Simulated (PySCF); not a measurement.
Spectrum to structure. Level of theory: TDDFT CAM-B3LYP/def2-SVPD, vertical, gas phase, core orbitals frozen in the response in PySCF. Geometries: PBE0-D3(BJ)/def2-SVP, one conformer each.

```json
{"state": "S1", "E (eV)": "5.45", "λ (nm)": "227.4", "f": "0.021"}
{"state": "S2", "E (eV)": "5.64", "λ (nm)": "219.7", "f": "0.126"}
{"state": "S3", "E (eV)": "6.40", "λ (nm)": "193.7", "f": "0.0000"}
{"state": "S4", "E (eV)": "6.49", "λ (nm)": "191.1", "f": "0.019"}
{"state": "S5", "E (eV)": "6.73", "λ (nm)": "184.3", "f": "0.132"}
{"state": "S6", "E (eV)": "6.78", "λ (nm)": "183.0", "f": "0.0003"}
{"state": "S7", "E (eV)": "6.92", "λ (nm)": "179.3", "f": "0.014"}
{"state": "S8", "E (eV)": "7.28", "λ (nm)": "170.3", "f": "0.0011"}
{"state": "S9", "E (eV)": "7.41", "λ (nm)": "167.3", "f": "0.0045"}
{"state": "S10", "E (eV)": "7.49", "λ (nm)": "165.6", "f": "0.041"}
{"state": "S11", "E (eV)": "7.50", "λ (nm)": "165.3", "f": "0.071"}
{"state": "S12", "E (eV)": "7.77", "λ (nm)": "159.5", "f": "0.0057"}
{"state": "S13", "E (eV)": "7.96", "λ (nm)": "155.8", "f": "0.036"}
{"state": "S14", "E (eV)": "8.00", "λ (nm)": "155.0", "f": "0.026"}
{"state": "S15", "E (eV)": "8.16", "λ (nm)": "151.9", "f": "0.0026"}
```

Task: Which candidate is it?
A. `CC[N](CC)[Al]([CH3])[CH3]`
B. `N#C[C@H]1CCOC1`
C. `C#CC(=O)N(C)C`
D. `[CH3][Al@@H-]1[CH2]CC[N+]1(C)C`

Result: A. Its S1 lies at 5.45 eV; the nearest of the others has S1 at 4.95 eV. S1 is HOMO→LUMO (91%). Löwdin shares by element: HOMO nitrogen 55%, carbon 16% or more, aluminium 7% (atoms not listed hold the other 21%); LUMO aluminium 57%, carbon 10% or more (atoms not listed hold the other 33%). At the same level the other candidates give, for their lowest levels:
- `N#C[C@H]1CCOC1`: 7.38 eV (f 0.003); 7.59 eV (f 0.001); 7.89 eV (f 0.008); 7.90 eV (f 0.006); 8.16 eV (f 0.047); HOMO -9.60, LUMO 0.91 eV
- `[CH3][Al@@H-]1[CH2]CC[N+]1(C)C`: 6.41 eV (f 0.019); 6.57 eV (f 0.038); 6.81 eV (f 0.043); 6.98 eV (f 0.018); 7.12 eV (f 0.026); T1 6.24 eV; HOMO -7.98, LUMO 0.90 eV
- `C#CC(=O)N(C)C`: 4.95 eV (f 0.000); 5.93 eV (f 0.207); 5.94 eV (f 0.000); 6.21 eV (f 0.029); 6.77 eV (f 0.034); T1 4.34 eV; HOMO -8.63, LUMO 0.15 eV
Triplets come from the Tamm–Dancoff approximation.

Without π bonds the low states are Rydberg-like; a valence basis with one diffuse set may place them up to an eV too high.
